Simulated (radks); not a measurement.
Values are calculated unless marked as measured or tabulated.
Pb II, 81 electrons, occupied as [Hg] 7p1 (not the ground configuration).

Level of theory: scalar-relativistic Kohn-Sham, PBE, spin-polarised, spherical densities, finite nucleus; open shells are filled with parallel spins first (spin-orbit coupling, left out, can overturn this in heavy ions); Fermi nuclear charge, rms radius 5.5012 fm (a radial shooting solver on a logarithmic mesh with Libxc functionals).

Energy parts (Ry):
| part | energy |
|---|---|
| total | -41751.0826 |
| kinetic | 47155.3516 |
| electron-nucleus | -104140.4071 |
| Hartree | 16005.9331 |
| exchange-correlation | -771.9602 |

Orbitals (lengths in bohr, moments of r in powers of bohr; r(max) is where P^2 peaks):
orbital,occ.,eigenvalue (Ry),<r>,<1/r>,<r^2>,r(max)
1s up,1,-6474.231,0.01606,101.3,0.0003575,0.009847
1s down,1,-6474.231,0.01606,101.3,0.0003575,0.009847
2s up,1,-1158.835,0.06762,23.79,0.005422,0.05717
2s down,1,-1158.835,0.06762,23.79,0.005422,0.05717
2p up,3,-994.5739,0.06144,20.91,0.004618,0.04761
2p down,3,-994.5738,0.06144,20.91,0.004618,0.04761
3s up,1,-278.8740,0.1746,8.818,0.03487,0.1612
3s down,1,-278.8739,0.1746,8.818,0.03487,0.1612
3p up,3,-231.7447,0.1765,7.979,0.03612,0.1613
3p down,3,-231.7446,0.1765,7.979,0.03612,0.1613
3d up,5,-183.5570,0.1599,7.488,0.02993,0.1314
3d down,5,-183.5569,0.1599,7.488,0.02993,0.1314
4s up,1,-63.83163,0.3843,3.797,0.1666,0.3623
4s down,1,-63.83144,0.3843,3.797,0.1666,0.3623
4p up,3,-48.37835,0.4100,3.414,0.1909,0.3823
4p down,3,-48.37815,0.4100,3.414,0.1909,0.3823
4d up,5,-30.45580,0.4310,3.069,0.2143,0.3884
4d down,5,-30.45556,0.4310,3.069,0.2143,0.3884
5s up,1,-11.48626,0.8538,1.597,0.8167,0.7890
5s down,1,-11.48568,0.8538,1.597,0.8167,0.7890
4f up,7,-10.66922,0.4538,2.675,0.2467,0.3498
4f down,7,-10.66894,0.4538,2.675,0.2467,0.3498
5p up,3,-7.20939,0.9770,1.365,1.077,0.8819
5p down,3,-7.20874,0.9769,1.365,1.076,0.8819
5d up,5,-2.45094,1.294,1.013,1.941,1.072
5d down,5,-2.44909,1.293,1.013,1.939,1.071
6s up,1,-1.69431,2.182,0.5848,5.350,1.922
6s down,1,-1.69050,2.190,0.5833,5.397,1.922
7p up,1,-0.34354,6.878,0.1813,52.29,6.569

The highest occupied level is 7p up at -4.674 eV. The electron density at the nucleus is 2.956e+06 e/bohr^3 (large components only).
